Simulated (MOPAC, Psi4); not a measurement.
Two rigid molecules brought together: C3H8 ··· H4OSi (SMILES CCC and O[SiH3]), singlet. Monomers: optimised at B3LYP-D3(BJ) (def2-TZVP), held rigid. Orientation: lowest of the rigid-body minima from ten starts at GFN2-xTB. Only R, the distance of the centres of mass, is varied, so the lowest point isn't the relaxed dimer.

Geometry at R = 4.09 Å (first 11 atoms: monomer A):
```
17

C      1.2115    -0.4328    -0.1138
C      0.1078     0.5877     0.1518
C     -1.2915    -0.0034     0.0012
H      2.2032     0.0097    -0.0021
H      1.1378    -0.8348    -1.1274
H      1.1419    -1.2747     0.5795
H      0.2214     1.4334    -0.5330
H      0.2240     0.9956     1.1603
H     -1.4434    -0.8329     0.6964
H     -1.4472    -0.3891    -1.0095
H     -2.0654     0.7412     0.1966
Si    -1.9547    -3.9355    -0.0830
O     -0.5593    -3.4470    -0.8214
H     -2.0940    -5.3714    -0.3943
H     -1.8923    -3.7420     1.3871
H     -3.1332    -3.1921    -0.5940
H     -0.2901    -2.5297    -0.7353
```

Methods: HF/aug-cc-pVDZ, counterpoise-corrected (Psi4); MP2/aug-cc-pVDZ = Psi4 with DF-MP2/aug-cc-pVDZ, frozen core, counterpoise-corrected; revPBE-D3(BJ)/def2-TZVP, counterpoise-corrected (Psi4); SAPT0/jun-cc-pVDZ, frozen core (Psi4); AM1, restricted, heats of formation (MOPAC).

Interaction energies in kJ/mol (negative: bound); R is the distance of the centres of mass, d the H5···H17 distance.

```csv
R / Å,d / Å,HF/aug-cc-pVDZ,MP2/aug-cc-pVDZ,revPBE-D3(BJ)/def2-TZVP,SAPT0/jun-cc-pVDZ,AM1
3.48,1.71,39.38,14.69,8.81,16.38,20.46
3.65,1.86,22.41,3.08,-1.93,5.58,5.43
3.93,2.11,7.98,-5.03,-9.25,-2.31,-2.56
4.09,2.25,3.95,-6.45,-10.35,-3.93,-3.22
4.30,2.44,1.10,-6.67,-10.20,-4.54,-2.86
4.52,2.65,-0.25,-6.00,-9.15,-4.28,-1.97
4.83,2.94,-0.83,-4.63,-7.23,-3.41,-0.80
5.10,3.20,-0.85,-3.53,-5.62,-2.64,-0.27
5.56,3.64,-0.63,-2.15,-3.45,-1.65,-0.04
6.27,4.34,-0.34,-1.02,-1.54,-0.80,-0.03
7.30,5.35,-0.14,-0.39,-0.52,-0.31,-0.01
8.60,6.63,-0.06,-0.15,-0.18,-0.12,0.00
```

Lowest grid point: HF/aug-cc-pVDZ -0.85 kJ/mol at R = 5.10 Å; MP2/aug-cc-pVDZ -6.67 kJ/mol at R = 4.30 Å; revPBE-D3(BJ)/def2-TZVP -10.35 kJ/mol at R = 4.09 Å; SAPT0/jun-cc-pVDZ -4.54 kJ/mol at R = 4.30 Å; AM1 -3.22 kJ/mol at R = 4.09 Å.
